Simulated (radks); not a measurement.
Results of a calculation; reference values are marked as such.
All-electron atom: the molybdenum ion Mo26+ in [Ne] 3s2 3p4.

Code: a radial shooting solver on a logarithmic mesh with Libxc functionals. Model: Dirac Kohn-Sham, relativistic LDA (MacDonald-Vosko exchange, VWN5 correlation), spin-unpolarised, spherical densities, finite nucleus; open shells fill j = l - 1/2 first; Fermi nuclear charge, rms radius 4.4091 fm.

Energy parts (hartree):
total: -3581.84585
kinetic: 3721.95264
electron-nucleus: -7879.05917
Hartree: 650.36795
exchange-correlation: -75.10726

Orbitals (lengths in bohr, moments of r in powers of bohr; <r^-3> diverges for s and p1/2):
1s1/2: occ. 2; eigenvalue (hartree) -769.1314; small-component weight 2.33e-02
2s1/2: occ. 2; eigenvalue (hartree) -146.1031; small-component weight 4.89e-03
2p1/2: occ. 2; eigenvalue (hartree) -138.4644; small-component weight 4.88e-03
2p3/2: occ. 4; eigenvalue (hartree) -134.5045; <r^-3> 2430; small-component weight 4.73e-03
3s1/2: occ. 2; eigenvalue (hartree) -53.43427; small-component weight 1.71e-03
3p1/2: occ. 2; eigenvalue (hartree) -50.72945; small-component weight 1.68e-03
3p3/2: occ. 2; eigenvalue (hartree) -49.82034; <r^-3> 566.2; small-component weight 1.64e-03

The highest occupied level is 3p3/2 at -1355.7 eV. The density falls to 0.001 e/bohr^3 at r = 1.03 bohr. Summed over all electrons, <r^2> = 1.143 bohr^2, which gives a Langevin (diamagnetic) susceptibility term of -0.906 x 10^-6 cm^3/mol. For comparison, the ionisation energy in NIST's Atomic Spectra Database is 1385 eV (semi-empirical). In exact Kohn-Sham theory the highest level is minus the ionisation energy, but local and semilocal functionals leave it too shallow, through self-interaction and a potential that decays too fast; potentials with the right tail come closer. The electron density at the nucleus is 9.035e+04 e/bohr^3.

Beside tabulated values, note that spin-unpolarised runs miss the spin-polarisation part of the exchange energy of open shells.
